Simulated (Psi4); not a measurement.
phosphorus nitride (NP), singlet, at a GFN2-xTB geometry; MP2/3-21G run with Psi4 1.11.

Input for Psi4:
```
memory 2 GB

molecule {
0 1
  N    -0.00000000   -0.00000000   -0.99436149
  P     0.00000000    0.00000000    0.46403536
}

set basis 3-21g
set reference uhf

energy('mp2')
print_variables()
```

It wrote (shortened):

```
    SCF Algorithm Type (re)set to DF.

   => Loading Basis Set <=

    Name: 3-21G
    Role: ORBITAL
    Keyword: BASIS

         ---------------------------------------------------------
                                   SCF
               by Justin Turney, Rob Parrish, Andy Simmonett
                          and Daniel G. A. Smith
                              UHF Reference
         ---------------------------------------------------------

  ==> Geometry <==

    Molecular point group: c2v
    Full point group: C_inf_v

    Geometry (in Angstrom), charge = 0, multiplicity = 1:

       Center              X                  Y                   Z               Mass
    ------------   -----------------  -----------------  -----------------  -----------------
         N            0.000000000000     0.000000000000    -1.004340032462    14.003074004430
         P            0.000000000000     0.000000000000     0.454056817538    30.973761998420

  Running in c2v symmetry.

  Rotational constants: A = ************  B =      0.82190  C =      0.82190 [cm^-1]
  Rotational constants: A = ************  B =  24639.80826  C =  24639.80826 [MHz]
  Nuclear repulsion =   38.099099789162331

  Charge       = 0
  Multiplicity = 1
  Electrons    = 22
  Nalpha       = 11
  Nbeta        = 11

  ==> Algorithm <==

  SCF Algorithm Type is DF.
  DIIS enabled.
  MOM disabled.
  Fractional occupation disabled.
  Guess Type is SAD.
  Energy threshold   = 1.00e-08
  Density threshold  = 1.00e-08
  Integral threshold = 1.00e-12

  ==> Primary Basis <==

  Basis Set: 3-21G
    Blend: 3-21G
    Number of shells: 12
    Number of basis functions: 22
    Number of Cartesian functions: 22
    Spherical Harmonics?: false
    Max angular momentum: 1

   => Loading Basis Set <=

    Name: (3-21G AUX)
    Role: JKFIT
    Keyword: DF_BASIS_SCF

  ==> Integral Setup <==

  SCF_SUBTYPE=INCORE selected. In-core MEM_DF algorithm will be used.
  Using in-core AOs.

  ==> MemDFJK: Density-Fitted J/K Matrices <==

    J tasked:                   Yes
    K tasked:                   Yes
    wK tasked:                   No
    Algorithm:                 Core
    Schwarz Cutoff:           1E-12
    Mask sparsity (%):       0.4132
    Fitting Condition:        1E-10

   => Auxiliary Basis Set <=

  Basis Set: (3-21G AUX)
    Blend: DEF2-UNIVERSAL-JKFIT
    Number of shells: 63
    Number of basis functions: 248
    Number of Cartesian functions: 248
    Spherical Harmonics?: false
    Max angular momentum: 4

  Minimum eigenvalue in the overlap matrix is 6.3721440297E-02.
  Reciprocal condition number of the overlap matrix is 2.1041528858E-02.
    Using symmetric orthogonalization.

  ==> Pre-Iterations <==

  SCF Guess: Superposition of Atomic Densities via on-the-fly atomic UHF (no occupation information).

   -------------------------
    Irrep   Nso     Nmo
   -------------------------
     A1        12      12
     A2         0       0
     B1         5       5
     B2         5       5
   -------------------------
    Total      22      22
   -------------------------

  ==> Iterations <==

                           Total Energy        Delta E     RMS |[F,P]|

   @DF-UHF iter SAD:  -392.36626655660984   -3.92366e+02   0.00000e+00
   @DF-UHF iter   1:  -392.98810995618976   -6.21843e-01   2.81238e-02 DIIS/ADIIS
   @DF-UHF iter   2:  -392.95598169078397    3.21283e-02   3.62871e-02 DIIS/ADIIS
   @DF-UHF iter   3:  -393.07771682972088   -1.21735e-01   2.50842e-03 DIIS/ADIIS
   @DF-UHF iter   4:  -393.07865438901791   -9.37559e-04   9.98844e-04 DIIS/ADIIS
   @DF-UHF iter   5:  -393.07882322285263   -1.68834e-04   1.78774e-04 DIIS/ADIIS
   @DF-UHF iter   6:  -393.07883465724643   -1.14344e-05   1.53088e-05 DIIS
   @DF-UHF iter   7:  -393.07883471426067   -5.70142e-08   2.05121e-06 DIIS
   @DF-UHF iter   8:  -393.07883471547132   -1.21065e-09   5.29306e-07 DIIS
   @DF-UHF iter   9:  -393.07883471552469   -5.33760e-11   3.73904e-08 DIIS
   @DF-UHF iter  10:  -393.07883471552475   -5.68434e-14   2.67578e-09 DIIS
  Energy and wave function converged.

  ==> Post-Iterations <==

   @Spin Contamination Metric:  -7.105427358E-15
   @S^2 Expected:                0.000000000E+00
   @S^2 Observed:               -7.105427358E-15
   @S   Expected:                0.000000000E+00
   @S   Observed:                0.000000000E+00

    Orbital Energies [Eh]
    ---------------------

    Alpha Occupied:

       1A1   -79.430825     2A1   -15.552882     3A1    -7.509061
       4A1    -5.394240     1B1    -5.389081     1B2    -5.389081
       5A1    -1.191843     6A1    -0.652300     7A1    -0.474998
       2B2    -0.454697     2B1    -0.454697

    Alpha Virtual:

       3B1     0.074841     3B2     0.074841     8A1     0.235595
       9A1     0.531997     4B2     0.605528     4B1     0.605528
      10A1     0.809615    11A1     1.408074     5B1     1.413871
       5B2     1.413871    12A1     2.404742

    Beta Occupied:

       1A1   -79.430825     2A1   -15.552882     3A1    -7.509061
       4A1    -5.394240     1B1    -5.389081     1B2    -5.389081
       5A1    -1.191843     6A1    -0.652300     7A1    -0.474998
       2B2    -0.454697     2B1    -0.454697

    Beta Virtual:

       3B1     0.074841     3B2     0.074841     8A1     0.235595
       9A1     0.531997     4B2     0.605528     4B1     0.605528
      10A1     0.809615    11A1     1.408074     5B1     1.413871
       5B2     1.413871    12A1     2.404742

    Final Occupation by Irrep:
             A1    A2    B1    B2
    DOCC [     7,    0,    2,    2 ]
    SOCC [     0,    0,    0,    0 ]
    NA   [     7,    0,    2,    2 ]
    NB   [     7,    0,    2,    2 ]

  @DF-UHF Final Energy:  -393.07883471552475

   => Energetics <=

    Nuclear Repulsion Energy =             38.0990997891623309
    One-Electron Energy =                -618.5684595198486022
    Two-Electron Energy =                 187.3905250151615292
    Total Energy =                       -393.0788347155247493

  UHF NO Occupations:
  HONO-2 :    6 A1 2.0000000
  HONO-1 :    2 B1 2.0000000
  HONO-0 :    7 A1 2.0000000
  LUNO+0 :    8 A1 0.0000000
  LUNO+1 :    9 A1 0.0000000
  LUNO+2 :   10 A1 0.0000000
  LUNO+3 :    3 B2 0.0000000

Computation Completed

Properties will be evaluated at   0.000000,   0.000000,   0.000000 [a0]

Properties computed using the SCF density matrix

 Multipole Moments:

 ------------------------------------------------------------------------------------
     Multipole            Electronic (a.u.)      Nuclear  (a.u.)        Total (a.u.)
 ------------------------------------------------------------------------------------

 L = 1.  Multiply by 2.5417464519 to convert [e a0] to [Debye]
 Dipole X            :          0.0000000            0.0000000            0.0000000
 Dipole Y            :          0.0000000            0.0000000            0.0000000
 Dipole Z            :          1.3611852           -0.4148477            0.9463375
 Magnitude           :                                                    0.9463375

 ------------------------------------------------------------------------------------

  //>>>>>>>>>>>>>>>>>>>>>>>>>>>>>>>>>>>//
  //               DFMP2               //
  //<<<<<<<<<<<<<<<<<<<<<<<<<<<<<<<<<<<//

   => Loading Basis Set <=

    Name: (3-21G AUX)
    Role: RIFIT
    Keyword: DF_BASIS_MP2

	 --------------------------------------------------------
	                          DF-MP2
	      2nd-Order Density-Fitted Moller-Plesset Theory

	        Rob Parrish, Justin Turney, Andy Simmonett,
	           Ed Hohenstein, and C. David Sherrill
	 --------------------------------------------------------

	 --------------------------------------------------------
	                 NBF =    22, NAUX =   110
	 --------------------------------------------------------
	   CLASS    FOCC     OCC    AOCC    AVIR     VIR    FVIR
	   ALPHA       0      11      11      11      11       0
	    BETA       0      11      11      11      11       0
	 --------------------------------------------------------

	-----------------------------------------------------------
	 ==================> DF-MP2 Energies <====================
	-----------------------------------------------------------
	 Reference Energy          =    -393.0788347155247493 [Eh]
	 Singles Energy            =      -0.0000000000000000 [Eh]
	 Same-Spin Energy          =      -0.0597276729199100 [Eh]
	 Opposite-Spin Energy      =      -0.1556320051083480 [Eh]
	 Correlation Energy        =      -0.2153596780282579 [Eh]
	 Total Energy              =    -393.2941943935530276 [Eh]
	-----------------------------------------------------------
	 ================> DF-SCS-MP2 Energies <==================
	-----------------------------------------------------------
	 SCS Same-Spin Scale       =       0.3333333333333333 [-]
	 SCS Opposite-Spin Scale   =       1.2000000000000000 [-]
	 SCS Same-Spin Energy      =      -0.0199092243066367 [Eh]
	 SCS Opposite-Spin Energy  =      -0.1867584061300175 [Eh]
	 SCS Correlation Energy    =      -0.2066676304366542 [Eh]
	 SCS Total Energy          =    -393.2855023459613903 [Eh]
	-----------------------------------------------------------

  Variable Map:
  ----------------------------------------------------------------------------
  "CURRENT CORRELATION ENERGY"           =>      -0.215359678028
  "CURRENT ENERGY"                       =>    -393.294194393553
  "CURRENT REFERENCE ENERGY"             =>    -393.078834715525
  "CUSTOM SCS-MP2 CORRELATION ENERGY"    =>      -0.206667630437
  "CUSTOM SCS-MP2 TOTAL ENERGY"          =>    -393.285502345961
  "DD SOLVATION ENERGY"                  =>       0.000000000000
  "HF KINETIC ENERGY"                    =>     392.818251499676
  "HF POTENTIAL ENERGY"                  =>    -785.897086215200
  "HF TOTAL ENERGY"                      =>    -393.078834715525
  "HF VIRIAL RATIO"                      =>       2.000663368402
  "MP2 CORRELATION ENERGY"               =>      -0.215359678028
  "MP2 DOUBLES ENERGY"                   =>      -0.215359678028
  "MP2 OPPOSITE-SPIN CORRELATION ENERGY" =>      -0.155632005108
  "MP2 SAME-SPIN CORRELATION ENERGY"     =>      -0.059727672920
  "MP2 SINGLES ENERGY"                   =>      -0.000000000000
  "MP2 TOTAL ENERGY"                     =>    -393.294194393553
  "NUCLEAR REPULSION ENERGY"             =>      38.099099789162
  "ONE-ELECTRON ENERGY"                  =>    -618.568459519849
  "PCM POLARIZATION ENERGY"              =>       0.000000000000
  "PE ENERGY"                            =>       0.000000000000
  "SCF ITERATION ENERGY"                 =>    -393.078834715525
  "SCF ITERATIONS"                       =>      10.000000000000
  "SCF TOTAL ENERGY"                     =>    -393.078834715525
  "SCS-MP2 CORRELATION ENERGY"           =>      -0.206667630437
  "SCS-MP2 TOTAL ENERGY"                 =>    -393.285502345961
  "TWO-ELECTRON ENERGY"                  =>     187.390525015162

  Array Variable Map:
  ----------------------------------------------------------------------------
  "CURRENT DIPOLE"                       =>       0.000000000000 ... 0.946337515571 1 by 3
  "SCF DIPOLE"                           =>       0.000000000000 ... 0.946337515571 1 by 3
  "SCF TOTAL ENERGIES"                   =>    -392.366266556610 ... -393.078834715525 1 by 11
```
